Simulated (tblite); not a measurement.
C₄H₁₀GeO₃.
Atom-mapped SMILES: `[CH3:1][C@@H:2]1[O:3][CH2:4][O:5][C@H:6]1[O:7][GeH3:8]` (hydrogens: H9, H10, H11 on C1; H12 on C2; H13, H14 on C4; H15 on C6; H16, H17, H18 on Ge8)

Computed with GFN2-xTB (tblite), gas phase: L-BFGS steps from a force-field or distance-geometry start until the largest atomic force falls under 0.01 eV/Å.

Step 73: E = -756.7693 eV
```
atom  x, y, z in Å  |  force x, y, z in eV/Å
C1     -1.4890   -1.2131   -0.9422   -0.017   0.016  -0.010
C2     -0.9290   -0.6507    0.3586   -0.026   0.004   0.006
O3     -1.8981    0.0925    1.0821   -0.050  -0.021  -0.002
C4     -1.4400    1.4123    1.1791    0.033  -0.029   0.002
O5     -0.0488    1.3844    1.0784    0.013  -0.017  -0.050
C6      0.2425    0.3433    0.1697    0.001  -0.009  -0.015
O7      1.4423   -0.2528    0.4657    0.018   0.045  -0.036
Ge8     2.9607   -0.0649   -0.4074   -0.032   0.002   0.019
H9     -0.6904   -1.6746   -1.5215   -0.024   0.024   0.062
H10    -2.2440   -1.9622   -0.7133    0.036   0.036  -0.022
H11    -1.9555   -0.4267   -1.5355    0.074  -0.013   0.067
H12    -0.5658   -1.4623    1.0036   -0.063  -0.025  -0.022
H13    -1.8734    2.0313    0.3651    0.023  -0.045   0.001
H14    -1.7355    1.8263    2.1478    0.074   0.003  -0.011
H15     0.2343    0.7553   -0.8589   -0.019  -0.007   0.009
H16     3.2915   -1.4619   -0.8371    0.003   0.010   0.004
H17     2.6979    0.8451   -1.5699    0.013   0.009  -0.060
H18     3.9916    0.4851    0.5243   -0.056   0.018   0.057
```

Step 74: E = -756.7705 eV
```
atom  x, y, z in Å  |  force x, y, z in eV/Å
C1     -1.4906   -1.2126   -0.9421    0.024   0.024   0.043
C2     -0.9294   -0.6526    0.3592   -0.029   0.018   0.025
O3     -1.8975    0.0915    1.0833   -0.061  -0.011  -0.001
C4     -1.4398    1.4117    1.1783    0.032  -0.033   0.018
O5     -0.0488    1.3831    1.0803    0.028  -0.034  -0.069
C6      0.2419    0.3425    0.1702    0.000  -0.015  -0.022
O7      1.4425   -0.2525    0.4631    0.024   0.046  -0.037
Ge8     2.9603   -0.0605   -0.4100    0.006  -0.065   0.068
H9     -0.6923   -1.6751   -1.5181    0.007   0.000   0.024
H10    -2.2464   -1.9590   -0.7139   -0.001   0.002  -0.014
H11    -1.9529   -0.4254   -1.5339    0.044   0.027   0.031
H12    -0.5697   -1.4662    1.0045   -0.052  -0.005  -0.037
H13    -1.8706    2.0297    0.3616    0.016  -0.050   0.017
H14    -1.7349    1.8257    2.1473    0.063   0.011  -0.027
H15     0.2322    0.7554   -0.8586   -0.028  -0.009   0.022
H16     3.2932   -1.4603   -0.8355   -0.003   0.035   0.006
H17     2.7034    0.8450   -1.5734   -0.002   0.039  -0.089
H18     3.9906    0.4860    0.5261   -0.068   0.020   0.042
```

Step 75: E = -756.7726 eV
```
atom  x, y, z in Å  |  force x, y, z in eV/Å
C1     -1.5034   -1.2114   -0.9404    0.065   0.026   0.072
C2     -0.9327   -0.6568    0.3593   -0.031   0.036   0.038
O3     -1.8940    0.0901    1.0906   -0.030   0.014  -0.008
C4     -1.4337    1.4105    1.1746    0.026  -0.035   0.019
O5     -0.0432    1.3799    1.0726    0.031  -0.057  -0.070
C6      0.2419    0.3355    0.1650   -0.010  -0.026  -0.023
O7      1.4416   -0.2615    0.4549    0.031   0.040  -0.043
Ge8     2.9646   -0.0520   -0.4060    0.044  -0.121   0.102
H9     -0.7061   -1.6660   -1.5233    0.007  -0.010   0.005
H10    -2.2520   -1.9628   -0.7090   -0.022  -0.009  -0.019
H11    -1.9730   -0.4226   -1.5227    0.030   0.039   0.012
H12    -0.5761   -1.4747    1.0012   -0.037   0.013  -0.043
H13    -1.8635    2.0235    0.3534    0.001  -0.053   0.034
H14    -1.7231    1.8313    2.1423    0.047   0.015  -0.037
H15     0.2309    0.7462   -0.8648   -0.037  -0.014   0.023
H16     3.3095   -1.4512   -0.8321   -0.012   0.068   0.013
H17     2.7161    0.8543   -1.5686   -0.013   0.056  -0.102
H18     3.9874    0.4941    0.5415   -0.089   0.017   0.025
```

**Question.** Estimate the geometry and energy of step 76. (The exact step hangs on the optimiser's Hessian estimate; all steps are aligned on step 75, rigid shifts and turns removed.)

**Answer.** E = -756.7783 eV, largest force 0.260 eV/Å
```
atom  x, y, z in Å  |  force x, y, z in eV/Å
C1     -1.5511   -1.2070   -0.9326    0.142   0.037   0.100
C2     -0.9448   -0.6709    0.3600   -0.029   0.067   0.055
O3     -1.8777    0.0857    1.1213    0.087   0.081  -0.053
C4     -1.4085    1.4064    1.1617    0.004  -0.030   0.016
O5     -0.0200    1.3670    1.0420    0.017  -0.115  -0.046
C6      0.2424    0.3087    0.1442   -0.035  -0.052  -0.018
O7      1.4387   -0.2982    0.4240    0.051   0.016  -0.063
Ge8     2.9822   -0.0250   -0.3860    0.103  -0.193   0.141
H9     -0.7611   -1.6324   -1.5467   -0.014  -0.025  -0.013
H10    -2.2753   -1.9782   -0.6924   -0.050  -0.011  -0.032
H11    -2.0504   -0.4145   -1.4824    0.009   0.050  -0.002
H12    -0.5953   -1.5041    0.9857    0.003   0.057  -0.037
H13    -1.8376    1.9978    0.3235   -0.041  -0.056   0.078
H14    -1.6796    1.8568    2.1214    0.017   0.008  -0.064
H15     0.2258    0.7110   -0.8885   -0.058  -0.029   0.012
H16     3.3721   -1.4147   -0.8199   -0.032   0.126   0.032
H17     2.7581    0.8913   -1.5456   -0.033   0.063  -0.094
H18     3.9737    0.5265    0.5987   -0.141   0.005  -0.014
```

The energy changes by -0.0057 eV. The first-order estimate −F·Δx gives -0.0082 eV and the mean of the old and new forces, exact on a quadratic surface, -0.0054 eV. The step makes an angle of 83° with the force vector and moves no atom by more than 0.088 Å.

The cost below is that of the whole relaxation. On one thread, Arm Neoverse N1 (aarch64), shared host with 64 logical CPUs at a one-minute load of 63, this took 2.0 s of wall time.
